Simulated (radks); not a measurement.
Problem. These are the eigenvalues of the occupied orbitals of an atom or ion with whole-number occupations (eV). Calculated with a radial shooting solver on a logarithmic mesh with Libxc functionals: scalar-relativistic Kohn-Sham, BLYP, spin-polarised, spherical densities, finite nucleus; Fermi nuclear charge, rms radius of each element as measured or else 0.836 A^(1/3) + 0.57 fm.

orbital  eigenvalue
1s down   -52146.14
1s up     -52146.12
2s up     -8882.739
2s down   -8882.685
2p up     -7926.217
2p down   -7926.186
3s up     -2193.128
3s down   -2190.367
3p up     -1898.026
3p down   -1895.283
3d up     -1512.995
3d down   -1510.891
4s up     -656.7086
4s down   -650.7908
4p up     -557.9668
4p down   -552.1587
4d up     -421.9832
4d down   -416.2796
4f up     -270.5620

Which element is it, and in what charge state? The configuration may be excited. Open shells, if any, are filled with parallel spins first.

Solution. Z = 65, terbium, charge +14: Tb14+ in [Kr] 4d10 4f5. The list shows which subshells hold electrons but not how many an open one holds; the 1s level, -1916.3 hartree, gives Z - s = 61.9 by -(Z - s)^2/2, which with screening and relativity narrows Z to a few neighbours, and the depths of the outer levels then fix element, charge and occupations together.
